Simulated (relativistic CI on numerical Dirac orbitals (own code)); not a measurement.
# Spin-allowed bands of a d3 ion in a tetrahedral site, by hand

Problem. Take Δ = 3100 cm⁻¹ and B = 660 cm⁻¹ for a d3 ion in a tetrahedral site. Calculate the three spin-allowed bands.

Working.
1. The terms of highest spin are 4F (energy 0) and 4P (15B = 9900 cm⁻¹). Here the F term splits into A2 at +1.2Δ = 3720, T2 at +0.2Δ = 620 and T1 at −0.6Δ = -1860 cm⁻¹.
2. The two T1 states mix through the element 0.4Δ: H = [[-1860, 1240], [1240, 9900]], with roots ½(H₁₁ + H₂₂) ∓ ½√[(H₂₂ − H₁₁)² + 4H₁₂²] = ½(8040) ∓ ½(12019) = -1989 and 10029 cm⁻¹.
3. The ground term is 4T1 at -1989 cm⁻¹.
4. Bands: 4T2 2609 cm⁻¹ (3832 nm), 4A2 5709 cm⁻¹ (1752 nm), 4T1(P) 12019 cm⁻¹ (832 nm).

Check. Exact diagonalisation of the whole d3 shell with these parameters gives 4T2 2609, 4A2 5709, 4T1 12019 cm⁻¹. The match is exact, since without spin-orbit coupling no other term has this spin. The ratio of the second band to the first, 2.188, depends on Δ/B = 4.7 alone, which is how a Tanabe-Sugano diagram is read.
